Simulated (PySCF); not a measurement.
Al(H)(OMe)(SeH), SMILES C[O][AlH][SeH] (CH₅AlOSe), singlet (PBE0/def2-SVP optimised geometry):

```
9

Al    -0.532     0.317     0.000
H     -1.277     1.705     0.000
O      1.156     0.317     0.000
C      2.287    -0.485     0.006
H      2.052    -1.559     0.131
H      2.850    -0.375    -0.937
H      2.963    -0.194     0.829
Se    -1.670    -1.705     0.003
H     -2.963    -1.001     0.017
```

Calculation: PBE0/def2-TZVP run with PySCF 2.14.0.

Problem. What are the frontier orbital energies and the dipole moment?

Solution. HOMO-2 -8.38 eV, HOMO-1 -8.01 eV, HOMO -7.30 eV, LUMO -0.69 eV, LUMO+1 -0.06 eV; dipole moment 0.33 D.

Meta-Löwdin charges at PBE0/def2-TZVP: Al1 0.75, H2 -0.14, O3 -0.62, C4 -0.10, H5 0.10, H6 0.11, H7 0.11, Se8 -0.29, H9 0.09.
